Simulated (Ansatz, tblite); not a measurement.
Adding an electron: the cluster Na₅H₄⁺ (the lowest singlet isomer of a short search). Charge 1, multiplicity 1. Geometry: r2SCAN-D4/def2-SVP. Ansatz, gas phase; energy differences of separate SCF runs; the reduced species was run as a doublet alone.

| atom | x (Å) | y (Å) | z (Å) |
| --- | --- | --- | --- |
| Na1 | -0.8061 | 0.2577 | -2.8470 |
| Na2 | 2.1641 | 1.9841 | -0.4448 |
| Na3 | -1.9116 | -2.2482 | 0.3257 |
| Na4 | -0.3613 | 0.3799 | 0.1736 |
| Na5 | 1.0570 | -0.5226 | 2.7244 |
| H6 | -0.6278 | -1.3039 | 1.7147 |
| H7 | 0.5586 | 1.3780 | -1.6816 |
| H8 | -1.6228 | -0.8866 | -1.2663 |
| H9 | 1.5498 | 0.9617 | 1.3014 |

The xTB rows come from tblite. The structure comes from a short search, and lower isomers may exist.

```json
{"level": "GFN1-xTB", "−HOMO (eV)": "13.15", "−LUMO (eV)": "8.98", "vertical EA (eV)": "7.46", "HOMO–LUMO gap (eV)": "4.17"}
{"level": "GFN2-xTB", "−HOMO (eV)": "13.12", "−LUMO (eV)": "9.38", "vertical EA (eV)": "7.59", "HOMO–LUMO gap (eV)": "3.75"}
{"level": "PBE0-D4/def2-TZVP", "−HOMO (eV)": "8.77", "−LUMO (eV)": "3.41", "vertical EA (eV)": "2.72", "HOMO–LUMO gap (eV)": "5.36"}
```

(1) Estimate the rows for PBE-D4/def2-TZVP, r2SCAN-D4/def2-TZVP.

Results:

(1) 
```csv
level,−HOMO (eV),−LUMO (eV),vertical EA (eV),HOMO–LUMO gap (eV)
PBE-D4/def2-TZVP,7.73,4.07,2.97,3.66
r2SCAN-D4/def2-TZVP,7.87,3.37,2.67,4.50
```

 Raw xTB energy differences between charge states are shifted by several eV; the methods need an empirical correction for them.
